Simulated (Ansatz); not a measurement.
Two isomers of C2H6BFOSi: A = `O[SiH]1CB(F)C1`, B = `OC1([SiH2]F)BC1`.

Computed with Ansatz on PBE0-D4/def2-TZVP structures; ΔE is electronic, products minus reactants. CCSD(T)/CBS is the MP2 limit (def2-TZVPP, def2-QZVPP) plus CCSD(T) − MP2 in def2-TZVPP, frozen cores. Functionals use def2-TZVPP. B3LYP here is the variant with VWN-RPA as its local correlation; programs differ in this. Each species was taken in one conformer, which may not be the lowest.

A:

```xyz
12

O    -0.614    1.157   -1.845
Si   -0.244    0.819   -0.277
C    -0.979   -0.736    0.503
B     0.514   -0.934    0.954
F     0.927   -1.402    2.124
C     1.375   -0.110   -0.073
H    -1.397    1.682   -2.016
H    -0.395    2.032    0.570
H    -1.795   -0.774    1.221
H    -1.205   -1.391   -0.349
H     1.480   -0.668   -1.014
H     2.332    0.325    0.203
```

B:

Z-matrix (Å, degrees):
```
C
Si 1 1.852
C 1 1.550 2 113.0
O 1 1.422 2 113.9 3 135.9
B 1 1.532 2 123.4 3 -66.7
F 2 1.603 1 109.7 3 157.2
H 2 1.483 1 110.7 3 -85.0
H 2 1.486 1 110.2 3 38.2
H 3 1.086 1 116.7 2 2.4
H 3 1.091 1 116.9 2 139.7
H 4 0.962 1 108.0 2 89.4
H 5 1.183 1 146.8 2 -100.1
```

Question: Which isomer does CCSD(T)/CBS put lower? Give the gap. (An estimate is asked.)

Answer: Computed: A, by 337.9 kJ/mol.

Question: Give E(B) − E(A) in kJ/mol with PBE-D4, CCSD(T)/def2-TZVPP, HF/def2-TZVPP, B2PLYP, MP2/def2-TZVPP, B3LYP, CCSD/def2-TZVPP. (An estimate is asked.)

Answer: Computed: PBE-D4 330.1, CCSD(T)/def2-TZVPP 339.6, HF/def2-TZVPP 328.2, B2PLYP 334.8, MP2/def2-TZVPP 347.9, B3LYP 326.4, CCSD/def2-TZVPP 338.8. None reverses the order clearly.

Largest T1 diagnostic: 0.013.

From PBE to PBE0 (25 % exact exchange), in def2-TZVPP and without D4, E(B) − E(A) moves by +9.2 kJ/mol. In def2-TZVPP, CCSD(T) changes the Hartree–Fock value by +11.4 kJ/mol (the triples alone add +0.8 kJ/mol) and MP2 by +19.7 kJ/mol.
